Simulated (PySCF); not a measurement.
## Excitation energy of Ar²⁺ by level of theory

Ar²⁺ [Ne] 3s2 3p4 (3P) → Ar²⁺ [Ne] 3s1 3p5 (3P), as a difference of total energies. Calculation: PySCF 2.14, in aug-cc-pCVTZ-DK with one added diffuse shell each of s, p, d, f type (9s8p6d4f, 91 functions); the spin-free X2C one-electron Hamiltonian (Gaussian nucleus). Correlated levels: valence: [Ne] frozen. The calculations carry no spin-orbit coupling.

```json
{"method": "UHF", "excitation energy (cm⁻¹)": "139670"}
{"method": "MP2 (valence)", "excitation energy (cm⁻¹)": "127440"}
{"method": "SCS-MP2 (valence)", "excitation energy (cm⁻¹)": "125900"}
{"method": "CCSD (valence)", "excitation energy (cm⁻¹)": "117600"}
{"method": "CCSD(T) (valence)", "excitation energy (cm⁻¹)": "114440"}
```

The coupled-cluster amplitudes are large for the upper state (T1 above 0.03 or a double amplitude above 0.15), so a single reference is strained.
